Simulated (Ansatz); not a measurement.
Reactions of `CSC([SiH3])S`.

Computed with Ansatz on PBE0-D4/def2-TZVP structures; ΔE is electronic, products minus reactants. CCSD(T)/CBS is the MP2 limit (def2-TZVPP, def2-QZVPP) plus CCSD(T) − MP2 in def2-TZVPP, frozen cores. This one scheme is used for every species, atoms too. DFT in def2-TZVPP. B3LYP here is the variant with VWN-RPA as its local correlation; programs differ in this. Open shells (•) are unrestricted, without spin–orbit coupling. Spin–orbit coupling would lower the free atoms: a little for C, S, Si. Elements past krypton have def2 core potentials. For In outer-core shells are correlated without core-valence functions, so the limit isn't a true one: a few kJ/mol of doubt a bond, and 10 to 20 or more in all where bonds break to atoms. One conformer a species, not always the lowest.

| reaction | MP2/CBS(def2) (eV) | B3LYP-D4 (eV) | CCSD(T)/CBS(def2) (eV) |
| --- | --- | --- | --- |
| `CSC([SiH3])S` + `F[SiH](F)S` → `F[SiH](F)S[SiH3]` + `CSCS` | -0.76 | -0.76 | -0.74 |
| `CSC([SiH3])S` → `CSCS` + `[SiH2]` | 2.59 | 2.28 | 2.35 |
| `CSC([SiH3])S` + `O[Si]1(Cl)CO1` → `[SiH3]O[Si]1(Cl)CO1` + `CSCS` | -1.14 | -1.21 | -1.16 |
| `CSC([SiH3])S` + `[CH3][InH][CH3]` → `[CH3][InH][CH2][SiH3]` + `CSCS` | -0.23 | -0.21 | -0.24 |
| `CSC([SiH3])S` + `OPS` → `OP([SiH3])S` + `CSCS` | -0.15 | -0.25 | -0.18 |
| `CSC([SiH3])S` → 2 C• + 8 H• + 2 S• + Si• | 45.21 | 44.76 | 44.89 |
| `CSC([SiH3])S` → `CCSS[SiH3]` | -1.02 | -1.06 | -1.01 |
| `CSC([SiH3])S` → `C[Si](C)(S)S` | -3.06 | -2.97 | -3.00 |

Largest T1 diagnostic: 0.014, for `OP([SiH3])S`.
